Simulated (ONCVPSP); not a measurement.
Sb, ONCV: configuration errors across variants

```json
{"Element": "antimony (Sb)", "Generator": "ONCVPSP 4.0.1", "Type": "optimised norm-conserving Vanderbilt (ONCV)", "Functional": "LDA (Perdew-Zunger)", "Relativity": "scalar-relativistic", "Frozen core": "[Kr] 4d10", "Valence charge": "5", "Reference configuration": "5s2 5p1 (charge +2)", "Partial waves": "5s: rc 2.00 bohr, ncon 4, nbas 8, qcut 2.7 1/bohr, 2 projectors, debl 2.3 Ha; 5p: rc 1.80 bohr, ncon 4, nbas 9, qcut 4.9 1/bohr, 2 projectors, debl 3.6 Ha", "Local potential": "polynomial inside 1.15 bohr (lpopt 5, dvloc0 3 Ha)", "Core correction": "Teter function fitted to the true core (icmod 2), fcfact 0.5"}
```

All-electron excitation energies from the reference (eV): (1) 5s2 5p3 -24.774; (2) 5s2 5p2 -16.253; (3) 5s2 5p0 24.785; (4) 5s1 5p4 -16.565.

1 further variants failed, have other tests or too few solved ones, and are left out.

A true bound ghost makes a file unfit for plane-wave use even where its test errors are small: the radial tests pick states by their node count and pass the ghost by.

Errors AE − PS in meV (a dash: test not solved or not reliable):

```csv
change,(1),(2),(3),(4),bound ghosts,GHOST(+) flags above zero
base,-2.0,-0.6,-20,+13,s,p
s: qcut 1.7; p: qcut 3.1,-1.4,-0.4,-19,+9.3,s,p
s: qcut 2.2; p: qcut 4,-1.4,-0.4,-19,+9.8,s,p
s: qcut 3.1; p: qcut 5.6,-1.5,-0.8,-21,+17,"s, p",none
s: qcut 3.5; p: qcut 6.4,-5.9,-2.1,-22,+16,"s, p",p
```

(1) Give the same row for: s: qcut 2.6; p: qcut 4.8.

Results:

(1) -1.9, -0.6, -20, +12; bound ghosts: s; GHOST(+) flags above zero: p.
